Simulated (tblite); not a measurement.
C₅H₃O₂S (doublet state).
SMILES: `CC(=S)C#CC([O])=O`

Method: GFN2-xTB as coded in tblite; computed harmonic values from a numerical Hessian at the method's own geometry, unscaled. Errors from tens to a few hundred cm⁻¹ against measured bands are possible. Open shells enter through the occupations alone, without spin polarisation, and single modes of such species can be off by tens of per cent.

Harmonic wavenumbers (cm⁻¹): 33.2, 44.1, 64.7, 78.7, 168.4, 186.9, 252.6, 407.7, 422.9, 445.6, 476.1, 670.0, 678.0, 781.9, 972.6, 988.2, 1192.5, 1226.5, 1249.7, 1368.7, 1426.0, 1440.5, 1830.3, 2199.1, 2995.4, 3015.5, 3059.0.

A = 4013, B = 714.9, C = 673.9 MHz; mass 126.985 u (most abundant isotopes); point group C1, symmetry number 1; spin multiplicity 2.

Question: Zero-point energy?

Answer: ½Σν̃ = 13837 cm⁻¹ = 39.56 kcal/mol.

Question: Entropy at 298.15 K, 1 bar (ideal gas, RRHO, classical rotation)?

Answer: Translation 40.46, rotation 29.50, vibration 29.97, spin (R ln 2) 1.38: S = 101.3 cal/(mol K).

Question: And Cp and H(298.15 K) − H(0)?

Answer: Cp = 31.04 cal/(mol K), of which vibrations give 23.09 (their classical limit is 27 R = 53.7); H(298.15 K) − H(0) = 6.48 kcal/mol without the zero-point energy, 4.11 from vibrations.

Question: Which modes carry the vibrational entropy at 298.15 K?

Answer: 33.2 cm⁻¹: 5.63; 44.1 cm⁻¹: 5.07; 64.7 cm⁻¹: 4.31; 78.7 cm⁻¹: 3.92; 168.4 cm⁻¹: 2.45; 186.9 cm⁻¹: 2.26 cal/(mol K); the other 21 give 6.33 together.

Question: What must be added to the electronic energy to get the Gibbs energy at 298.15 K and 1 bar?

Answer: ZPE + [H(298.15 K) − H(0)] − T·S = 39.56 + 6.48 − 30.20 = 15.84 kcal/mol.

Question: Blend soft modes into free rotors: weight 1/[1 + (100 cm⁻¹/ν̃)⁴] for the oscillator and the rest for a rotor with moment μB/(μ + B), μ = h/(8π²ν), B = 10⁻⁴⁴ kg m². What vibrational entropy results?

Answer: 25.49 cal/(mol K) in place of 29.97, which changes −T·S at 298.15 K by +1.33 kcal/mol.

Hindered rotation and anharmonicity are outside this model. The structure is chiral; the term R ln 2 for an equal mix with its mirror image is left out.
